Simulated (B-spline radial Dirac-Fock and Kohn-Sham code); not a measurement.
# Relativistic shifts of the levels of Pb⁴⁹⁺

System: lead as Pb⁴⁹⁺ in the configuration [Ar] 3d10 4s2 4p3.

Both columns are ΔSCF binding energies of the configuration average from a B-spline atomic structure program: non-relativistic Hartree-Fock with a point nucleus, and Dirac-Fock with a finite nucleus and the Coulomb interaction alone, averaged over the two j levels with weights 2j+1.

| shell | Hartree-Fock (eV) | Dirac-Fock (eV) | shift (eV) | shift (%) |
| --- | --- | --- | --- | --- |
| 1s | 82128.9 | 91144.8 | +9015.96 | +10.98 |
| 2s | 16090.1 | 18550.4 | +2460.28 | +15.29 |
| 3s | 5704.9 | 6364.4 | +659.43 | +11.56 |
| 3d | 5034.3 | 5034.0 | -0.28 | -0.01 |
| 4s | 2796.3 | 3029.6 | +233.33 | +8.34 |
| 4p | 2693.6 | 2794.3 | +100.67 | +3.74 |

Relativity binds 1s, 2s, 3s, 4s, 4p more strongly, among those listed most of all 2s in relative terms, and 3d more weakly, because the contracted s and p shells screen the nucleus better.

Values without a named source are computed, but for edge energies of neutral atoms, which are taken from tables.
